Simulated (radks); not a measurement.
Values are calculated unless marked as measured or tabulated.
Task: The mean radii <r> (bohr) of the occupied orbitals of an atom or ion are listed with their occupations. Level of theory: scalar-relativistic Kohn-Sham, BLYP, spin-polarised, spherical densities, point nucleus (a radial shooting solver on a logarithmic mesh with Libxc functionals).

orbital  occ.      <r>
1s          2  0.05031
2s          2   0.2262
2p          6   0.1982
3s          2   0.6810
3p          6   0.7133
3d         10   0.9127
4s          2    2.653

Name the element and its charge. Open shells, if any, are filled with parallel spins first.

Result: Z = 30, zinc, charge 0: Zn in [Ar] 3d10 4s2. The 1s radius gives Z: for a bare nucleus <r> = (2 gamma + 1)/(2Z) with gamma = sqrt(1 - (Z/c)^2), 0.04919 bohr for Z = 30, and screening makes it slightly larger (0.05031 here). The occupations add up to 30, and the charge is Z minus that.
